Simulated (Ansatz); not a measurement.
One geometry of [V(H2O)6]2+ (VO6H12²⁺), several levels of theory.

```yaml
crystal:
  periodic: [false, false, false]
  atoms:
    - {symbol: V, position_ang: [0.001356, 0.001387, 0.000126]}
    - {symbol: O, position_ang: [0.010673, 0.228430, 2.122201]}
    - {symbol: H, position_ang: [-0.018192, 1.083000, 2.596508]}
    - {symbol: H, position_ang: [0.099621, -0.464407, 2.805919]}
    - {symbol: O, position_ang: [-0.003849, -0.230400, -2.121626]}
    - {symbol: H, position_ang: [0.033202, -1.087232, -2.591286]}
    - {symbol: H, position_ang: [-0.089680, 0.458532, -2.809701]}
    - {symbol: O, position_ang: [2.128815, 0.150490, -0.061165]}
    - {symbol: H, position_ang: [2.738999, 0.294918, 0.688603]}
    - {symbol: H, position_ang: [2.682792, 0.117439, -0.866039]}
    - {symbol: O, position_ang: [-2.126687, -0.150790, 0.055554]}
    - {symbol: H, position_ang: [-2.685179, -0.122672, 0.857490]}
    - {symbol: H, position_ang: [-2.733196, -0.286010, -0.699063]}
    - {symbol: O, position_ang: [-0.178640, 2.123662, -0.147044]}
    - {symbol: H, position_ang: [-1.014349, 2.624220, -0.231102]}
    - {symbol: H, position_ang: [0.543459, 2.771360, -0.268637]}
    - {symbol: O, position_ang: [0.170339, -2.121342, 0.151742]}
    - {symbol: H, position_ang: [-0.559539, -2.759899, 0.275715]}
    - {symbol: H, position_ang: [1.000065, -2.630677, 0.241813]}
basis:
  gaussian: {orbitals: def2-TZVP, initial_orbitals: start.molden}
total_charge: 2
magnetization: {spin_polarized: true, initial_magnetization: 3}
correlation: {method: mp2}
scf: {omitted_lower_state_checks: [starts]}
output: {orbitals: {seedname: orbitals}}
```

The file start.molden holds the orbitals of an earlier run on this structure, at another level or in another basis.

```sh
$ ansatz run in.yaml --threads 4 --pin off --events-out ev --progress --plain --max-ram 9574MiB
```

Shortened log:

```
Functional definition: HF
2219 factors; integrals over basis functions are off by at most 1.5e-3 eV
mean field evaluation 1: about -38066.8007 eV, gradient 2.7e1 eV
mean field evaluation 2: about -38068.1846 eV, gradient 1.4e0 eV
mean field evaluation 4: about -38068.2101 eV, gradient 5.4e-2 eV
mean field evaluation 8: about -38068.2101 eV, gradient 2.0e-6 eV
mean field -38068.21008270 eV, -1398.9809169797 hartree, gradient 2.0e-6 eV, S^2 3.753821; 0 other end points of the search recorded, 0 dependent functions left out
11 core orbitals not correlated: weight in the atoms' cores, before any rotation towards them, 1.000 or more for the frozen orbitals, at most 0.000 for the correlated occupied ones
reference -38068.21008270 eV, -1398.9809169797 hartree; 31, 28 occupied and 261, 264 virtual orbitals, 2219 factors
second order -49.02510775 eV of doubles, -0.00000000 eV of singles
Total energy: -38117.23519045 eV, -1400.7825564592 hartree
Checks for a lower state left out: starts
```

It took 8.5 s on 4 threads of Intel Xeon 6975P-C on a shared host, peak host memory 1.2 GiB.

First input, but with `hamiltonian: {xc: pbe0, dispersion: d4}` and without the key `correlation` (abridged; 9 s):

```
Functional definition: PBE0
mean field -38141.94623061 eV, -1401.6906704351 hartree, gradient 1.9e-5 eV, S^2 3.753401
Total energy: -38142.20691849 eV, -1401.7002505381 hartree
Checks for a lower state left out: starts
```

First input, but with `gaussian: {orbitals: 6-31G, initial_orbitals: start.molden}`, `hamiltonian: {xc: hf}` and without the key `correlation` (abridged; 1.1 s):

```
Functional definition: HF
mean field -38056.69138020 eV, -1398.5576124705 hartree, gradient 2.4e-5 eV, S^2 3.751914
Total energy: -38056.69138020 eV, -1398.5576124705 hartree
Checks for a lower state left out: starts
```

The first input with `gaussian: {orbitals: def2-SVP, initial_orbitals: start.molden}`, `hamiltonian: {xc: pbe, dispersion: d4}` and without the key `correlation` (abridged; 2.2 s):

```
Functional definition: PBE
mean field -38122.28227022 eV, -1400.9680332197 hartree, gradient 4.5e-6 eV, S^2 3.753823
Total energy: -38122.58408108 eV, -1400.9791245642 hartree
Checks for a lower state left out: starts
```

First input, but with `gaussian: {orbitals: STO-3G, initial_orbitals: start.molden}`, `hamiltonian: {xc: hf}` and without the key `correlation` (abridged; 0.45 s):

```
Functional definition: HF
mean field -37633.37753147 eV, -1383.0011154622 hartree, gradient 1.2e-5 eV, S^2 3.752358
Total energy: -37633.37753147 eV, -1383.0011154622 hartree
Checks for a lower state left out: starts
```

Geometry: PBE-D4/def2-SVP.

The 6-31G sets use Cartesian d functions. Correlated methods freeze 11 core orbitals; core or outer-core shells of V are correlated, in sets that lack core-valence functions.
